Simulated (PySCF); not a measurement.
Br2Sn (SMILES [Br][Sn][Br]), singlet, geometry from GFN2-xTB (such geometries of metal compounds can be far from the true shape) (all electrons, no relativity). Base run: M06L/STO-3G (PySCF).

Geometry (Å):
```xyz
3

Sn    -0.0213    -0.0010     0.9501
Br     1.0272     1.6733    -0.6542
Br    -0.9968    -1.6719    -0.7031
```
All else is at PySCF's defaults.
Base energy -11057.72721 Eh.

Each row names what was changed in the base input (with any setting that the change needs).

| change | ΔE vs base (mEh) | grid points | electrons on the grid | outcome |
|---|---|---|---|---|
| base | 0.000 | 62808 | 119.99999 | converged |
| grids.level = 4 | -0.238 | 92504 | 119.99999 | converged |
| grids.level = 5 | -0.111 | 136480 | 120.00000 | converged |
| grids.level = 7 | -0.046 | 264328 | 120.00000 | converged |
| grids.radi_method = delley | 0.538 | 62376 | 119.99999 | converged |
| grids.level = 1 | 15.246 | 22696 | 119.99998 | converged |
| grids.level = 2 | 2.051 | 40192 | 119.99999 | converged |
| grids.atom_grid = (75, 302) | -1.342 | 39440 | 119.99999 | converged |
| grids.prune = off | -0.002 | 119352 | 119.99999 | converged |
| grids.prune = dft.gen_grid.sg1_prune | - | - | - | input refused |
| grids.level = 0 | 42.575 | 7728 | 120.00018 | converged |

- grids.prune = dft.gen_grid.sg1_prune: ended with `IndexError: index 50 is out of bounds for axis 0 with size 19`
